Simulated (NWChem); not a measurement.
A series in which one site is exchanged, each optimised at PBE0/def2-SVP with NWChem, gas phase unless a solvent is named. All stand in one matching conformer (torsions within 35°), which need not be the lowest. Low-valent species are run as closed-shell singlets; no triplet was tried in these runs. This build's default masses of Se (78.918 u) and Br (79.917 u) are each other's, which moves their modes by up to 0.6 %. Some are not confirmed as minima by frequencies. def2 effective core potentials on I; no spin-orbit coupling.

A: [NH2][Ge][I] (GeNH2I; site = I)
B: [NH2][Ge][F] (GeNH₂F; site = F)
C: [NH2][GeH] (GeNH₃; site = H)
D: [Ge]([Br])[NH2] (GeNH$_{2}$Br; site = Br)

Values for A:

```
Property                                            Result
--------------------------------------------------  ------
dipole (D), PBE0/def2-SVP                             3.31
orbital gap (eV), PBE0/def2-SVP                       5.03
static polarisability, PBE/def2-SVPD (bohr³)          84.4
lowest singlet excitation, PBE/def2-SVPD, TDA (eV)    3.39
```

Question: How do these values change for the other members?

Answer: 
```
change from A                                           B      C      D
--------------------------------------------------  -----  -----  -----
dipole (D), PBE0/def2-SVP                           -0.69  -1.44  -0.18
orbital gap (eV), PBE0/def2-SVP                     +1.24  -0.07  +0.46
static polarisability, PBE/def2-SVPD (bohr³)        -41.9  -38.3  -16.5
lowest singlet excitation, PBE/def2-SVPD, TDA (eV)  +1.89  +0.25  +0.61
```
